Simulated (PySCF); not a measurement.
Ge(OH)4 (GeH4O4), SMILES [OH][Ge]([OH])([OH])[OH]. Atoms are numbered in the order given.

```xyz
9

O     -0.2458     1.4708    -0.9269
Ge     0.0000     0.0000     0.0000
O      0.2458    -1.4708    -0.9269
O     -1.4708    -0.2458     0.9269
O      1.4708     0.2458     0.9269
H     -1.1748     1.6008    -1.1491
H      1.1748    -1.6008    -1.1491
H     -1.6008    -1.1748     1.1491
H      1.6008     1.1748     1.1491
```

Geometry optimised at PBE0-D3(BJ)/def2-SVP. The isomer is the one that the SMILES or the coordinates give; other isomers of the formula were not compared. The values are those of a single conformer.

Computed with PBE/pcSseg-1 run with PySCF.

GIAO shieldings, no solvent; atoms alike by connectivity are averaged. δ = σ(ref) − σ: ¹⁷O against H2O (σ = 334.3 ppm); ⁷³Ge against GeH4 (σ = 1614.4 ppm); ¹H against TMS (σ = 31.49 ppm), references at their B3LYP-D3(BJ)/def2-TZVP geometries, non-relativistic.

Computed chemical shifts:
| nucleus | atoms | count | δ (ppm) |
|---|---|---|---|
| ¹⁷O | O1, O3, O4, O5 | 4 | 57.8 |
| ⁷³Ge | Ge2 | 1 | 356.4 |
| ¹H | H6, H7, H8, H9 | 4 | 1.73 |
